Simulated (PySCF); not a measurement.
Job file and geometry (Å, from GFN2-xTB) of an NMR shielding run on SMILES ClC[C@H]1C[C@@H](B(F)F)C1, C$_{5}$H$_{8}$BClF$_{2}$, GIAO PBE0/pcSseg-1 NMR shielding, non-relativistic, gas phase (PySCF); density fitting, a coarse starting grid and PySCF grid level 2 are the driver's defaults:

```
$ OMP_NUM_THREADS=1 python probes_run.py task.json out

{"job": {"kind": "nmr", "xc": "PBE0", "basis": "pcSseg-1"}, "charge": 0, "multiplicity": 1}
F     -1.994266    -1.599141    -0.554737
B     -2.152878    -0.290719    -0.504200
F     -3.199769     0.143932    -1.174966
C     -1.145783     0.665148     0.240042
C     -0.246416     0.028852     1.326200
C      1.003561     0.273471     0.460056
C      1.663552    -1.001156    -0.024782
Cl     2.930780    -0.623029    -1.225143
C      0.134560     0.983144    -0.591462
H     -1.641747     1.576569     0.574605
H     -0.454319    -1.021198     1.520399
H     -0.246973     0.570140     2.268496
H      1.751521     0.919207     0.922160
H      0.942327    -1.653279    -0.517682
H      2.149091    -1.534334     0.793141
H      0.332596     2.046746    -0.690979
H      0.167164     0.527675    -1.578919
```

Q: What does the program print?

A: 
```
coarse grid: 15272 points
cycle   1  E = -879.3822692756  dE =  1.102e+00  |g| = 6.511e-01  |ddm| = 3.723e+00
cycle   2  E = -879.3412308816  dE =  4.104e-02  |g| = 8.722e-01  |ddm| = 8.916e-01
cycle   3  E = -879.4587049041  dE = -1.175e-01  |g| = 5.257e-02  |ddm| = 4.687e-01
cycle   4  E = -879.4591841863  dE = -4.793e-04  |g| = 2.613e-02  |ddm| = 6.809e-02
cycle   5  E = -879.4593216020  dE = -1.374e-04  |g| = 6.698e-03  |ddm| = 2.400e-02
cycle   6  E = -879.4593313868  dE = -9.785e-06  |g| = 1.782e-03  |ddm| = 7.810e-03
final grid: 145184 points
cycle   7  E = -879.5223461900  dE = -8.062e-05  |g| = 9.605e-03  |ddm| = 3.792e-02
cycle   8  E = -879.5223311502  dE =  1.504e-05  |g| = 1.226e-02  |ddm| = 1.886e-02
cycle   9  E = -879.5223691315  dE = -3.798e-05  |g| = 9.451e-04  |ddm| = 1.131e-02
cycle  10  E = -879.5223692795  dE = -1.480e-07  |g| = 2.867e-04  |ddm| = 1.178e-03
cycle  11  E = -879.5223692934  dE = -1.388e-08  |g| = 8.246e-05  |ddm| = 2.413e-04
cycle  12  E = -879.5223692945  dE = -1.166e-09  |g| = 1.968e-05  |ddm| = 6.696e-05
cycle  13  E = -879.5223692946  dE = -7.776e-11  |g| = 5.309e-06  |ddm| = 1.851e-05
converged SCF energy = -879.5223692946

GIAO shielding tensors (ppm)
atom      isotropic    diamagn.    paramagn.     s11        s22        s33       span
  0 F      252.699     469.868    -217.170     82.278    295.740    380.078    297.800
  1 B       71.954     192.532    -120.578     45.700     79.359     90.802     45.103
  2 F      243.233     465.210    -221.977     76.886    288.517    364.297    287.411
  3 C      175.115     256.051     -80.936    166.792    172.235    186.318     19.526
  4 C      163.370     249.097     -85.726    153.590    156.165    180.356     26.765
  5 C      150.363     251.189    -100.826    139.393    147.764    163.930     24.538
  6 C      131.343     245.648    -114.305    101.060    132.068    160.901     59.841
  7 Cl     877.121    1145.623    -268.502    692.693    841.332   1097.339    404.646
  8 C      160.519     248.026     -87.507    146.520    151.641    183.394     36.874
  9 H       29.701      31.299      -1.598     25.656     27.952     35.494      9.839
 10 H       30.070      31.263      -1.194     27.249     28.473     34.487      7.238
 11 H       29.384      30.714      -1.330     25.710     26.829     35.614      9.904
 12 H       29.207      31.945      -2.738     24.728     29.426     33.467      8.738
 13 H       28.161      29.500      -1.339     22.681     27.786     34.016     11.335
 14 H       28.059      28.658      -0.598     22.137     28.518     33.523     11.386
 15 H       29.086      30.809      -1.722     25.116     27.472     34.671      9.555
 16 H       29.901      30.870      -0.969     25.913     30.241     33.549      7.636
```

Size and cost of the density-fitted run: 200 basis functions, 64 s wall time on 1 thread of an Arm Neoverse N1, shared host; peak memory 0.92 GiB.
